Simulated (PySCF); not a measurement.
Compound: C8H10FN.
Numbering: `[CH3:1][C:2]1=[CH:3][CH2:4][NH:5][C@H:6]1[C:7]#[C:8][CH2:9][F:10]`

NICS is the negative of the GIAO shielding at a point without a nucleus: at the ring centre (0) and 1 Å above and below it (1); zz is the component along the ring normal. Level: GIAO PBE0/pcSseg-1 (PySCF, non-relativistic, gas phase) on the GFN2-xTB geometry, one conformer.

Ring bond lengths (Å), with Mayer bond orders in brackets: C2–C3 1.324 (1.84), C3–C4 1.498 (1.04), C4–N5 1.458 (0.97), N5–C6 1.462 (1.03), C6–C2 1.517 (0.98).

Task: What do the NICS probes read (ppm)?

Result: 
```tsv
ring	type	NICS(0)	NICS(1), two faces	NICS(1)zz, two faces	rms pucker (Å)	centre to ring atoms, mean (Å)
C2–C3–C4–N5–C6	5-membered ring with N; formal bonds 1 double, 4 single	-4.3	-2.3 / -3.8	-2.3 / -5.9	0.09	1.23
```

Task: What do they say, and how far can they be read as aromaticity?

Result: 
- C2–C3–C4–N5–C6: mean NICS(1)zz -4.1 ppm, shielded. C4, C6 have four or more neighbours, and the NICS criterion for π rings isn't applied. The two faces differ by 3.6 ppm, so no symmetry operation interchanges them.

Task: List the ring angles and the Hirshfeld charges of the ring atoms.

Result: 
- C2–C3–C4–N5–C6: C2 109.4° (+0.008 e), C3 111.3° (-0.057 e), C4 103.2° (-0.030 e), N5 108.8° (-0.168 e), C6 103.2° (+0.024 e); sum 536.0° against 540° for a flat convex ring.

Task: How shielded are the nuclei of the rings and their hydrogens (means over atoms taken as equivalent)?

Result: 
| atoms | environment | σ isotropic (ppm) | principal values of the symmetric part, first atom (ppm) |
| --- | --- | --- | --- |
| C2 | fully substituted alkene carbon | 41.2 | -67.8, 59.9, 131.5 |
| C3 | alkene CH carbon | 54.8 | -43.0, 75.3, 132.1 |
| C4 | sp3 carbon bound to nitrogen | 129.3 | 102.2, 128.3, 157.2 |
| N5 | secondary amine nitrogen | 206.6 | 140.9, 209.5, 269.4 |
| C6 | sp3 carbon bound to nitrogen | 125.0 | 102.3, 121.3, 151.5 |
| H on C3 | vinylic hydrogen | 26.04 | 24.7, 25.0, 28.4 |
| H on C4 | methylene hydrogen | 27.44 | 23.5, 25.9, 32.9 |
| H on C4 | methylene hydrogen | 27.63 | 22.9, 25.7, 34.3 |
| H on N5 | N–H hydrogen | 30.84 | 22.7, 30.5, 39.3 |
| H on C6 | methine hydrogen | 27.01 | 22.8, 26.4, 31.8 |
